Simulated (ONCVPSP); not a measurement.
## Si (Z = 14): one change to an ONCV potential, before and after

silicon, optimised norm-conserving Vanderbilt (ONCV), made with ONCVPSP 4.0.1 (Wu-Cohen, non-relativistic). Core [Ne], reference 3s1.5 3p2.5. Waves: 3s: rc 1.55 bohr, ncon 4, nbas 7, qcut 3.6 1/bohr, 2 projectors, debl 1.3 Ha; 3p: rc 1.80 bohr, ncon 3, nbas 6, qcut 5.2 1/bohr, 2 projectors, debl 0.6 Ha; d scattering state at 0.41 Ha: rc 1.55 bohr, ncon 5, nbas 10, qcut 5.9 1/bohr, 2 projectors, debl 0.4 Ha. Local part: polynomial inside 1.45 bohr (lpopt 2, dvloc0 2 Ha). Core correction: Teter function, fcfact 3, rcfact 1.45.

Change: core correction Teter function, fcfact 4.8, rcfact 1.45.

Cutoffs: the cutoffs (Ha) at which the residual kinetic energy of the hardest occupied pseudo-wave falls to 1 and 0.1 mHa per electron; they do not see the model core or the augmentation charge, which bear on the density cutoff. Errors are all-electron minus pseudo energies relative to the spin-unpolarised reference configuration.

Question: How do hardness, ghosts and transferability respond?

Answer: The potential gets neither clearly harder nor softer (8.0 Ha and 28 Ha → 8.0 Ha and 28 Ha); of the 4 tests that both files solve, the error grows in 3 and shrinks in 0 by more than 15 % and 0.3 meV (median size 1.3 → 2.2 meV); neither file shows a bound ghost. A model core, the more so a compact one, raises the density cutoff, which this test does not measure.

| quantity | base | changed |
| --- | --- | --- |
| cutoff, loose | 8.0 Ha | 8.0 Ha |
| cutoff, tight | 28 Ha | 28 Ha |
| bound ghosts | none | none |
| GHOST(+) flags under 300 eV | none | none |
| error for 3s2 3p2, meV [ΔE -3.36 eV] | -0.9 | -1.2 |
| error for 3s2 3p1, meV [ΔE 4.37 eV] | +0.9 | +1.9 |
| error for 3s2 3p0, meV [ΔE 20.37 eV] | +11 | +16 |
| error for 3s1 3p2, meV [ΔE 11.73 eV] | -1.7 | -2.6 |
| s: phases at 1.58 bohr within 0.05 rad from the reference energy up to (Ha; the scan ends near 5) | 3.8 | 3.8 |
| p: phases at 1.83 bohr within 0.05 rad from the reference energy up to (Ha; the scan ends near 5) | 3.4 | 3.4 |
| d: phases at 1.58 bohr within 0.05 rad from the reference energy up to (Ha; the scan ends near 5) | to the end of the scan | to the end of the scan |
| rms error of d²Exc/dni dnj with the model core, mHa | 0.92 | 1.75 |

Base: The cutoffs count occupied waves only; projector 2 of the s channel, the hardest unoccupied one, needs 53 Ha at the loose tolerance. Changed file: The cutoffs count occupied waves only; projector 2 of the s channel, the hardest unoccupied one, needs 53 Ha at the loose tolerance.
